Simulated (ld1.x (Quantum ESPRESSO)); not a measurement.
# What one change does to a pseudopotential (palladium (Pd), TM)

ld1.x (Quantum ESPRESSO) 7.5 input, shortened:

```
&input
   title='Pd', zed=46., rel=1, dft='PZ', iswitch=3,
   config='[Kr] 4d9.5 5s0 5p0'
 /
 &inputp
   pseudotype=2, tm=.true., lloc=1,
   nlcc=.false.
 /
3
5S  1  0   0.00   0.00  2.65  2.65  0.0
4D  3  2   9.50   0.00  1.55  1.55  0.0
5P  2  1   0.00   0.00  3.45  3.45  0.0
 &test
   configts(1)='4d9.5 5s0 5p0'
 /
```

Change: all radii scaled by about 1.10 (s 2.90, p 3.78, d 1.70 bohr).

Cutoffs: the cutoffs (Ry, on a coarse ladder) from which the occupation-weighted sum of valence levels, in a spherical-Bessel basis at the reference potential, stays within 10 and 1 mRy of its value at 400 Ry; they do not see the model core or the augmentation charge, which bear on the density cutoff. Errors are all-electron minus pseudo energies relative to the spin-unpolarised reference configuration.

Q: How do hardness, ghosts and transferability respond?

A: The potential gets softer (70 Ry and 100 Ry → 60 Ry and 90 Ry); of the 7 tests that both files solve, the error grows in 0 and shrinks in 1 by more than 15 % and 0.3 meV (median size 39.2 → 31.7 meV); neither file shows a bound ghost at the reference potential, the only one tested. A larger radius leaves more room for a smooth pseudo-wave, so fewer plane waves are needed.

| quantity | base | changed |
| --- | --- | --- |
| cutoff, loose | 70 Ry | 60 Ry |
| cutoff, tight | 100 Ry | 90 Ry |
| bound ghosts | none | none |
| tests counted (converged, no solver errors) | 8 of 9 | 8 of 9 |
| error for 4d10 5s0 5p0, meV [ΔE -3.37 eV] | -18 | -19 |
| error for 4d9 5s0 5p0, meV [ΔE 6.02 eV] | -30 | -31 |
| error for 4d9 5s1 5p0, meV [ΔE -1.93 eV] | -39 | -32 |
| error for 4d7 5s0 5p0, meV [ΔE 61.70 eV] | -1161 | -1180 |
| error for 4d6 5s0 5p0, meV [ΔE 111.25 eV] | -2457 | -2477 |
| error for 4d9.5 5s0 5p0 (spin-polarised), meV [ΔE -0.03 eV] | +23 | +23 |
| error for 4d9 5s0 5p0 (spin-polarised), meV [ΔE 5.87 eV] | +67 | +66 |

Base: Tests not counted: 4d8 5s0 5p0 (solver errors, printed error -357 meV). Changed file: Tests not counted: 4d8 5s1 5p0 (solver errors, printed error -172 meV). These tests converged, but a pseudo level misses the all-electron one widely, so the file describes the atom poorly there or has found another state: 4d6 5s0 5p0: empty 5s by 6.0 eV.
